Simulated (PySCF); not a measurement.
**Electron correlation in Te (tellurium, neutral)**

[Kr] 4d10 5s2 5p3 5d1, high-spin 5D determinant (an excited configuration). Calculation: PySCF 2.14, in aug-cc-pwCVTZ-DK3; the spin-free X2C one-electron Hamiltonian (Gaussian nucleus). Frozen: [Kr] 4d10; 6 electrons correlated.

```tsv
level	correlation energy (mhartree)
CCSD	-86.56
(T)	-2.86
CCSD(T)	-89.42
```

Diagnostics: T1 = 0.0055, D1 = 0.0103, largest double amplitude 0.039.

The outer electron is Rydberg-like, and this basis confines it to a smaller radius and binds it less than a complete one would.

Cost of the coupled-cluster step: of the order of 40 core-seconds, for 6 correlated electrons.
